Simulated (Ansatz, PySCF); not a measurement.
CH6GeS, SMILES C[S][GeH3].

Geometry optimised at TPSSh-D3(BJ)/def2-SVP.

Vertical ionisation energy (IE) and electron affinity (EA) in eV. Rows of orbital energies are one-electron estimates. Where ΔSCF, EOM or ADC give a negative EA the extra electron is unbound and the value depends on the basis.

```
level                                                                       IE     EA
------------------------------------------------------------------------  ----  -----
−ε(HOMO), −ε(LUMO), ωB97X/def2-TZVPD (PySCF)                              9.15  -1.59
−ε(HOMO), −ε(LUMO), PBE/def2-TZVPD (PySCF)                                5.60   1.02
ΔSCF, CAM-B3LYP/def2-SVPD (Ansatz), final states of multiplicity 2 and 2  8.99  -1.23
ΔSCF, PBE/def2-SVPD (Ansatz), final states of multiplicity 2 and 2        8.81  -0.98
```

### Question
What vertical singlet–triplet gap does ΔSCF give with CAM-B3LYP/def2-SVPD (Ansatz, a quantum-chemistry and plane-wave program) and with PBE/def2-SVPD (Ansatz)? (Estimate from the structure and the level; the computed values follow.)

### Answer
5.05 and 4.70 eV (triplet above singlet where positive).
